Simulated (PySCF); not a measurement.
Compound: C4H2F3NS.
SMILES with atom numbers: `[F:1][C:2]([F:3])([F:4])[c:5]1[cH:6][s:7][cH:8][n:9]1` (hydrogens: H10 on C6; H11 on C8)

Computed with BHandHLYP/def2-SVP geometry optimisation, gas phase (PySCF 2.14.0).

Q: What internal coordinates does the optimisation give?

A: 
| bond | length (pm) |
| --- | --- |
| F1–C2, C2–F3, C2–F4 | 132.4 |
| C2–C5 | 149.7 |
| C5–C6 | 135.7 |
| C6–S7 | 171.1 |
| S7–C8 | 172.7 |
| C8–N9 | 128.4 |
| C5–N9 | 135.9 |
| C6–H10 | 108.0 |
| C8–H11 | 108.4 |

Bonds in one row agree within 1 pm and their mean is given. A selection of angles:
| angle | degrees |
| --- | --- |
| F1–C2–F3 | 107.5 |
| F1–C2–C5 | 111.6 |
| F4–C2–C5 | 110.4 |
| C2–C5–C6 | 124.6 |
| C2–C5–N9 | 119.1 |
| C6–C5–N9 | 116.3 |
| C5–C6–S7 | 109.1 |
| C6–S7–C8 | 89.0 |
| S7–C8–N9 | 115.0 |
| C5–N9–C8 | 110.5 |

Torsions: F1–C2–C5–C6 121° (anticlinal).

The 2 C–N bonds span 1.284 Å (C8–N9, aromatic) to 1.359 Å (C5–N9, aromatic), a spread of 0.075 Å. N9 (pyridine-type nitrogen) is bent (angle 110.5°). The 5-membered ring C5–C6–S7–C8–N9 has internal angles of 89.0° to 116.3°; it is planar, 0.00 Å rms from its mean plane, widest ring torsion 0°. The C–C distances run from 1.357 Å (C5–C6, aromatic) to 1.497 Å (C2–C5, drawn single), a spread of 0.140 Å. Of the pairs four or more bonds apart, F4···H10 is among the closest relative to their van der Waals radii: 2.57 Å, 96 % of the sum of Bondi's values.

Point group: Cs (every atom within 0.08 Å of its image). No BHandHLYP/def2-SVP frequencies stand behind this structure, so it isn't proved a minimum.
